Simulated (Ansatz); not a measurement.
Consider the ligand exchange at the Si–O bond: `[SiH3][O][GeH2][SH]` + `C[S][Mg][OH]` → `C[S][Mg][O][SiH3]` + `[OH][GeH2][SH]`.

Program: Ansatz. Geometries: PBE0-D4/def2-TZVP. ΔE: electronic, gas phase. CCSD(T)/CBS adds triple-zeta CCSD(T) − MP2 to the extrapolated MP2 energy (def2 sets, frozen cores). DFT in def2-TZVPP. For Ge, Mg outer-core shells are correlated without core-valence functions, which leaves a few kJ/mol of doubt a bond. Scalar relativity is left out up to krypton. Each species was taken in one conformer, which may not be the lowest.

```csv
species,PBE energy (Eh)
`[SiH3][O][GeH2][SH]`,-2842.92531
`C[S][Mg][OH]`,-713.71464
`C[S][Mg][O][SiH3]`,-1004.30286
`[OH][GeH2][SH]`,-2552.34688
```

Problem. Work out ΔE.

Solution. ΔE = (-1004.30286) + (-2552.34688) − (-2842.92531) − (-713.71464) = -0.00979 Eh = -25.7 kJ/mol. CCSD(T)/CBS gives -22.5 kJ/mol.

Largest T1 diagnostic among the species: 0.012.

The D4 term adds +6.3 kJ/mol with B3LYP and +3.6 kJ/mol with PBE0; it sums over pairs of atoms, weighted by their polarisabilities, and B3LYP, whose exchange is more repulsive, gets the larger term.

B3LYP here is the variant with VWN-RPA as its local correlation; programs differ in this.
